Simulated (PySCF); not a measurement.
# Magnetic susceptibility: `Brc1cc2[nH]ccc2s1`, C6H4BrNS

Geometry (Å), atoms numbered from 1 in this order:
```xyz
13

Br    4.097    0.591    0.160
C     2.225    0.446    0.086
C     1.518   -0.717    0.061
C     0.137   -0.437    0.005
N    -1.035   -1.124   -0.040
C    -2.063   -0.225   -0.083
C    -1.573    1.055   -0.066
C    -0.174    0.926   -0.010
S     1.252    1.900    0.044
H     1.966   -1.693    0.081
H    -1.134   -2.125   -0.043
H    -3.081   -0.558   -0.122
H    -2.143    1.961   -0.090
```

Computed, not measured: GIAO PBE0/pcSseg-1 magnetisability, rotational g tensor and spin-rotation constants, non-relativistic, gas phase (PySCF 2.14.0). Geometry: GFN2-xTB.

The calculation is non-relativistic, which matters for the atoms heavier than Zn.

(1) How diamagnetic is it, and how anisotropic?

(2) Split it along the inertial axes a, b, c into diamagnetic and paramagnetic parts about the centre of mass, with the quadrupole moment.

(3) And the rotational g tensor?

Results:

(1) Isotropic -1809 × 10⁻³⁰ J/T², or -109.0 × 10⁻⁶ cm³/mol; principal values -2539, -1549, -1339 × 10⁻³⁰ J/T², anisotropy 1110 × 10⁻³⁰ J/T² (root of half the summed squared differences of the principal values). The susceptibility is in cgs units.

(2) 
```
axis  χ (10⁻⁶ cm³/mol)  diamagnetic (10⁻⁶ cm³/mol)  paramagnetic (10⁻⁶ cm³/mol)  summed x² of all electrons (Å²)  quadrupole Θ (D Å)
   a             -93.3                      -463.3                        370.0                            508.0               +9.47
   b             -80.7                     -2222.9                       2142.2                             93.3               +5.88
   c            -152.9                     -2551.1                       2398.2                             15.9              -15.35
```
Anisotropies 2χaa − χbb − χcc = +47.1 and 2χbb − χaa − χcc = +84.8 × 10⁻⁶ cm³/mol. Θ is traceless in Buckingham's convention.

(3) 
| axis | rotational constant (GHz) | g | nuclear part | electronic part |
| --- | --- | --- | --- | --- |
| a | 3.4410 | -0.0474 | 0.5507 | -0.5981 |
| b | 0.5081 | -0.0095 | 0.5018 | -0.5113 |
| c | 0.4427 | +0.0094 | 0.5081 | -0.4988 |

Asymmetric top; isotopes 79Br, 12C, 1H, 14N, 32S; no vibrational averaging.
